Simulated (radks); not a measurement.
Results of a calculation; reference values are marked as such.
Species: Sc4+. Configuration: [Ne] 3s2 3p5. Code: a radial shooting solver on a logarithmic mesh with Libxc functionals. Model: Dirac Kohn-Sham, BLYP, spin-unpolarised, spherical densities, point nucleus; open shells are shared between the two j in proportion to 2j + 1. Some entries of the table are withheld. Estimate them.

orbital,occ.,eigenvalue (eV),<r^2> (bohr^2)
1s1/2,2,-4455.446,0.007175
2s1/2,2,(1),0.1394
2p1/2,2,(2),(3)
2p3/2,4,(4),(5)
3s1/2,2,-105.4210,(6)
3p1/2,1.66667,-83.6177,1.373
3p3/2,3.33333,-83.0257,1.388

Answer. 
(1) 2s1/2 eigenvalue (eV): -530.5239
(2) 2p1/2 eigenvalue (eV): -447.8802
(3) 2p1/2 <r^2> (bohr^2): 0.1154
(4) 2p3/2 eigenvalue (eV): -443.2228
(5) 2p3/2 <r^2> (bohr^2): 0.1172
(6) 3s1/2 <r^2> (bohr^2): 1.221
